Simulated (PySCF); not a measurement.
## Assigning NMR signals

Atom-mapped SMILES (the numbers label the heavy atoms): `[CH2:1]=[C:2]1[CH2:3][CH2:4][C@H:5]1[NH:6][SiH3:7]` (H(Xn): hydrogen on atom n). Ha(C1) is cis to C3; Ha(C3), Ha(C4) are cis to N6 on the ring; Hb(C1) is trans to C3; Hb(C3), Hb(C4) are trans to N6 on the ring.

PySCF 2.14 calculation with σ from GIAO-PBE0/pcSseg-1 and geometry: GFN2-xTB; one averaged value for each set of equivalent atoms, isolated molecule, a single conformation, non-relativistic.

References, each an isolated molecule treated in the same way: TMS for 13C (186.93 ppm) and 1H (31.72 ppm).

Problem. Assign these signals to the numbered atoms. 13C{1H} NMR (computed): δ 168.9, 114.0, 58.8, 31.9, 26.0.

Solution. 
168.9 → C2, fully substituted alkene carbon
114.0 → C1, terminal =CH2 carbon: as expected for a trigonal carbon in a double bond
58.8 → C5, allylic sp3 CH bonded to N: deshielded by the electronegative neighbour
31.9 → C4, sp3 CH2 in a ring: aliphatic region, no heteroatom directly attached
26.0 → C3, allylic sp3 CH2: a saturated carbon with 2 carbon neighbours and no heteroatom attached

Problem. Assign these signals to the numbered atoms. 1H NMR (600 MHz, computed): δ 5.63 (br s, 1H), 5.30 (br s, 1H), 4.75 (s, 3H), 3.68 (m, 1H), 2.53 (m, 1H), 2.49 (m, 1H), 2.48 (m, 1H), 1.58 (m, 1H), 0.04 (br s, 1H).

Solution. 
5.63 → Hb(C1), hydrogen on a terminal =CH2 carbon: a vinylic proton, deshielded by the sp2 carbon and the C=C anisotropy
5.30 → Ha(C1), hydrogen on a terminal =CH2 carbon
4.75 → H(Si7), hydrogen on a silicon bonded to N
3.68 → H(C5), hydrogen on an allylic sp3 CH bonded to N: its carbon carries N, an electronegative neighbour
2.53 → Hb(C4), hydrogen on an sp3 CH2 in a ring
2.49 → Hb(C3), hydrogen on an allylic sp3 CH2: allylic position
2.48 → Ha(C3), hydrogen on an allylic sp3 CH2
1.58 → Ha(C4), hydrogen on an sp3 CH2 in a ring
0.04 → H(N6), hydrogen on a nitrogen bonded to C, Si: exchangeable, gas-phase position

Hb(C4) and Hb(C3); Hb(C3) and Ha(C3) lie closer than the usual error of such a calculation, so a measured spectrum could show them in the other order.

OH and NH positions are those of a molecule without intermolecular hydrogen bonds; in solution they move with solvent, concentration and temperature, and exchange usually removes their couplings. Shifts are as computed. Against solution values, carbons near 30 ppm lie about +3 ppm off and those near 130 ppm about +5 ppm. Of 1211 compounds with measured shifts, 218 miss one by over three times the rms of a fit or turn the order of signals round; such compounds aren't used in these exercises. No couplings were computed; multiplicities are counted from neighbouring protons, with m where these are inequivalent, close in shift, in a saturated or five-membered ring or joined by F or P, and br s for small geminal =CH2 splittings.
